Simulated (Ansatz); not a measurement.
Species: CH$_{6}$BO$_{2}$Si, net charge 0, doublet state. It need not be the lowest isomer of its formula. SMILES: [CH2][SiH2]B(O)O
Geometry from a B3LYP-D3(BJ)/def2-TZVP (Ansatz, an electronic-structure program) optimisation:
```xyz
11

C     -2.2527    -0.0813     0.3477
Si    -0.6598    -0.9748     0.0643
B      0.8715     0.3664    -0.1213
O      2.1319    -0.0971    -0.3359
O      0.6826     1.7201    -0.0384
H     -2.8981     0.2423    -0.4620
H     -2.6177     0.1712     1.3375
H     -0.7642    -1.7905    -1.1731
H     -0.3933    -1.8845     1.2083
H      2.7870     0.6104    -0.4100
H     -0.2341     1.9705     0.1143
```
Charge 0, spin multiplicity 2.

Parts of the frozen-core correlation energy in 6-31G* (Ansatz, hartree). Frozen orbitals: 9; correlated occupied orbitals by spin: 15 and 14; virtual: 67 and 68. Open shells are spin-unrestricted. Spin-orbit coupling is left out. Non-relativistic.

```csv
term,value
reference (HF),-504.73944
MP2 opposite-spin,-0.46146
MP2 same-spin,-0.15416
CCSD correlation,-0.66351
(T),-0.01595
T1 diagnostic,0.015
largest doubles amplitude,0.025
<S^2> of the reference,0.761
```
